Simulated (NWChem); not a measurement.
All runs are NWChem calculations. System: CH₃Li, charge 1, spin multiplicity 2, at the geometry of a parent with another charge or spin, in a state set for the comparison that need not be this species' ground state. Its SCF solution wasn't tested for a lower state. Level: ROCCSD(T)/def2-TZVP, 1 core orbitals frozen.

The NWChem input:

```
start mol
memory heap 100 mb stack 700 mb global 1900 mb
charge 1
geometry units angstroms nocenter noautoz
  Li     0.928723    -1.290739     0.000000
  C     -0.223106     0.310075     0.000000
  H     -0.894857     0.373886     0.879879
  H     -0.894857     0.373886    -0.879879
  H      0.342180     1.263994     0.000000
  symmetry group Cs
end
basis spherical
  * library def2-tzvp
end
scf
  rohf
  nopen 1
  maxiter 100
  thresh 1e-7
  semidirect memsize 60000000 filesize 0
  # guess.movecs holds the orbitals of an unrestricted PBE0 run
  vectors input guess.movecs output mol.movecs
end
tce
  freeze core 1
  ccsd(t)
  2eorb
  2emet 13
  thresh 1e-6
  maxiter 100
  tilesize 24
end
task tce energy
```

Output (cleaned and shortened):

```
             Northwest Computational Chemistry Package (NWChem) 7.3.0
             --------------------------------------------------------

                                NWChem Input Module
                                -------------------

 Scaling coordinates for geometry "geometry" by  1.889725989
 (inverse scale =  0.529177249)

 Turning off AUTOSYM since
 SYMMETRY directive was detected!

                             Geometry "geometry" -> ""
                             -------------------------

 Output coordinates in angstroms (scale by  1.889725989 to convert to a.u.)

  No.       Tag          Charge          X              Y              Z
 ---- ---------------- ---------- -------------- -------------- --------------
    1 Li                   3.0000     0.92872300    -1.29073900     0.00000000
    2 C                    6.0000    -0.22310600     0.31007500     0.00000000
    3 H                    1.0000    -0.89485700     0.37388600     0.87987900
    4 H                    1.0000    -0.89485700     0.37388600    -0.87987900
    5 H                    1.0000     0.34218000     1.26399400     0.00000000

 Effective nuclear repulsion energy (a.u.)      16.1392696152

            Nuclear Dipole moment (a.u.)
            ----------------------------
        X                 Y               Z
 ---------------- ---------------- ----------------
    -0.0000018897    -0.0000018897     0.0000000000

      Symmetry information
      --------------------

 Group name             Cs
 Group number              2
 Group order               2
 No. of unique centers     4

      Symmetry unique atoms

     1    2    3    5


 Summary of "ao basis" -> "" (spherical)
 ------------------------------------------------------------------------------
       Tag                 Description            Shells   Functions and Types
 ---------------- ------------------------------  ------  ---------------------
 *                         def2-tzvp                  on all atoms

 Summary of "ao basis" -> "ao basis" (spherical)
 ------------------------------------------------------------------------------
       Tag                 Description            Shells   Functions and Types
 ---------------- ------------------------------  ------  ---------------------
 Li                        def2-tzvp                 8       14   5s3p
 C                         def2-tzvp                11       31   5s3p2d1f
 H                         def2-tzvp                 4        6   3s1p

                                 NWChem SCF Module
                                 -----------------

  ao basis        = "ao basis"
  functions       =    63
  atoms           =     5
  closed shells   =     5
  open shells     =     1
  charge          =   1.00
  wavefunction    = ROHF
  use symmetry    = T
  symmetry adapt  = T

 Summary of "ao basis" -> "ao basis" (spherical)
 ------------------------------------------------------------------------------
       Tag                 Description            Shells   Functions and Types
 ---------------- ------------------------------  ------  ---------------------
 Li                        def2-tzvp                 8       14   5s3p
 C                         def2-tzvp                11       31   5s3p2d1f
 H                         def2-tzvp                 4        6   3s1p

      Symmetry analysis of basis
      --------------------------

        a'         43
        a"         20

 Forming initial guess at       0.0s

[...]
    3 H    1     0.78   0.25  0.45  0.06  0.02
    4 H    1     0.78   0.25  0.45  0.06  0.02
    5 H    1     0.78   0.25  0.45  0.06  0.02

 Mulliken analysis of the open-shell density
 -------------------------------------------

    Atom       Charge   Shell Charges
 -----------   ------   -------------------------------------------------------
    1 Li   3     0.04   0.00  0.00 -0.00  0.01 -0.00  0.03  0.00  0.00
    2 C    6     0.91   0.00 -0.00  0.02  0.06  0.03  0.28  0.40  0.12  0.00  0.01 -0.00
    3 H    1     0.02   0.01  0.01 -0.00  0.00
    4 H    1     0.02   0.01  0.01 -0.00  0.00
    5 H    1     0.02   0.01  0.01 -0.00  0.00

       Multipole analysis of the density wrt the origin
       ------------------------------------------------

     L   x y z        total         open         nuclear
     -   - - -        -----         ----         -------
     0   0 0 0      1.000000     -1.000000     12.000000

     1   1 0 0      1.273598      0.042807     -0.000002
     1   0 1 0     -1.770051     -0.059509     -0.000002
     1   0 0 1     -0.000000     -0.000000      0.000000

     2   2 0 0     -2.361047     -1.227477     16.444259
     2   1 1 0     -4.557052      0.525294    -15.169632
     2   1 0 1     -0.000000      0.000000      0.000000
     2   0 2 0      0.693425     -1.579530     26.612153
     2   0 1 1     -0.000000     -0.000000      0.000000
     2   0 0 2     -5.639962     -0.849503      5.529344

                   NWChem Extensible Many-Electron Theory Module
                   ---------------------------------------------


            General Information
            -------------------
      Number of processors :     1
         Wavefunction type : Restricted open-shell Hartree-Fock
          No. of electrons :    11
           Alpha electrons :     6
            Beta electrons :     5
           No. of orbitals :   126
            Alpha orbitals :    63
             Beta orbitals :    63
        Alpha frozen cores :     1
         Beta frozen cores :     1
     Alpha frozen virtuals :     0
      Beta frozen virtuals :     0
         Spin multiplicity : doublet
    Number of AO functions :    63
       Number of AO shells :    31
        Use of symmetry is : on
      Symmetry adaption is : on
         Schwarz screening : 0.10D-09

          Correlation Information
          -----------------------
          Calculation type : Coupled-cluster singles & doubles w/ perturbation
   Perturbative correction : (T)
            Max iterations :      100
        Residual threshold : 0.10D-05
     T(0) DIIS level shift : 0.00D+00
     L(0) DIIS level shift : 0.00D+00
     T(1) DIIS level shift : 0.00D+00
     L(1) DIIS level shift : 0.00D+00
     T(R) DIIS level shift : 0.00D+00
     T(I) DIIS level shift : 0.00D+00
   CC-T/L Amplitude update :  5-th order DIIS
                I/O scheme : Global Array Library
        L-threshold :  0.10D-05
        EOM-threshold :  0.10D-05
 no EOMCCSD initial starts read in
 TCE RESTART OPTIONS
 SLICE:      F
 D4D5:       F
 quantumc:   F
 qrotation:  F
 pwtce:      F
 qducc:      F
 nacto:                         0
 nrotv:                         0
 nrot:                          0

            Memory Information
            ------------------
          Available GA space size is     249028862 doubles
          Available MA space size is     104853500 doubles

 Maximum block size supplied by input
 Maximum block size        24 doubles

 tile_dim =     19

 -------------------------------------------------
   1    alpha     a'     3 doubles       0       1
   2    alpha     a'     1 doubles       3       2
   3    alpha     a"     1 doubles       4       3
   4    beta      a'     3 doubles       5       4
   5    beta      a"     1 doubles       8       5
   6    alpha     a'    19 doubles       9       6
   7    alpha     a'    19 doubles      28       7
   8    alpha     a"    19 doubles      47       8
   9    beta      a'     1 doubles      66       9
  10    beta      a'    19 doubles      67      10
  11    beta      a'    19 doubles      86      11
  12    beta      a"    19 doubles     105      12

 Global array virtual files algorithm will be used

 Parallel file system coherency ......... OK

 4-electron integrals stored in orbital form

 v2    file size   =          2076591
 4-index algorithm nr.  13 is used
 imaxsize =       30
 imaxsize ichop =        0


CCSD iterations
 ---------------------------------------------------------
 Iter          Residuum       Correlation     Cpu    Wall
 ---------------------------------------------------------
    1   0.1358250732266  -0.1888274839018     0.2     0.2
    2   0.0318170500990  -0.2060711119222     0.2     0.2
    3   0.0107822403099  -0.2096216916569     0.2     0.2
    4   0.0042754432155  -0.2105447206641     0.2     0.2
    5   0.0018581740159  -0.2108512823353     0.2     0.2
    6   0.0005520942407  -0.2110242362059     0.2     0.2
    7   0.0002210284577  -0.2110418512628     0.2     0.2
    8   0.0001212280185  -0.2110390361394     0.2     0.2
    9   0.0000822671943  -0.2110402236632     0.2     0.2
   10   0.0000630191682  -0.2110403683996     0.2     0.2
   11   0.0000097854398  -0.2110405328972     0.2     0.2
   12   0.0000041766058  -0.2110411013228     0.2     0.2
   13   0.0000019841481  -0.2110411820092     0.2     0.2
   14   0.0000011349732  -0.2110412156745     0.2     0.2
   15   0.0000006595942  -0.2110412246446     0.2     0.2
 -----------------------------------------------------------------
 Iterations converged
 CCSD correlation energy / hartree =        -0.211041224644627
 CCSD total energy / hartree       =       -47.017423005426458

 Singles contributions

 Doubles contributions
 CCSD(T)
 Using plain CCSD(T) code
             total no. of tasks          373
 total no. of tasks / no. procs          373
                         wl_min            3           1.2
                         wl_max       185193           7.5
        thresh for no. of tasks          373

 CCSD[T]  correction energy / hartree =        -0.004894151910778
 CCSD[T] correlation energy / hartree =        -0.215935376555405
 CCSD[T] total energy / hartree       =       -47.022317157337234
 CCSD(T)  correction energy / hartree =        -0.004775774704922
 CCSD(T) correlation energy / hartree =        -0.215816999349549
 CCSD(T) total energy / hartree       =       -47.022198780131383

 Task  times  cpu:        7.1s     wall:        7.1s

 Total times  cpu:        7.1s     wall:        7.1s
```
